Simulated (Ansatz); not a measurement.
# A geometry optimisation of F2H3OSi2 with PBE-D3(BJ)/def2-SVP

The starting geometry of this gas-phase doublet was optimised with GFN2-xTB; its bonds are those of `F[SiH]O[SiH2]F`.

```xyz
8

F    -2.2068    1.1256    0.1483
F     2.4399    0.2428    1.8391
O     0.2966    0.8013    0.6163
Si   -0.7590    1.0541   -0.5749
Si    0.8529    0.3106    2.0486
H    -0.8284   -0.1048   -1.4382
H     0.5889    1.3407    3.0307
H     0.4149   -1.0465    2.3082
```

Problem. Where would you expect an optimisation with PBE-D3(BJ)/def2-SVP to take it?

Solution. It keeps its bonds, and is `F[SiH]O[SiH2]F`.

The energy falls by 0.29 eV over 19 steps:

| step | E − E(last) (eV) |
| --- | --- |
| 1 | 0.287 |
| 3 | 0.041 |
| 5 | 0.037 |
| 7 | 0.029 |
| 9 | 0.015 |
| 11 | 0.006 |
| 13 | 0.001 |
| 15 | 0.000 |
| 17 | 0.000 |
| 19 | 0.000 |

Final geometry (Å):

| atom | x (Å) | y (Å) | z (Å) |
| --- | --- | --- | --- |
| F | -2.2903 | 1.3077 | 0.0174 |
| F | 2.4859 | 0.3922 | 1.7453 |
| O | 0.0466 | 0.1610 | 0.6633 |
| Si | -0.7445 | 1.0827 | -0.4866 |
| Si | 0.9009 | 0.2180 | 2.0930 |
| H | -0.7993 | 0.2491 | -1.7494 |
| H | 0.4831 | 1.4025 | 2.9065 |
| H | 0.7164 | -1.0894 | 2.7885 |

Frequencies at the end are all real (lowest 15 cm⁻¹). Open shells are spin-unrestricted. Run with Ansatz 0.2.0, 52 s on 2 threads of Arm Neoverse V2, on a shared host.
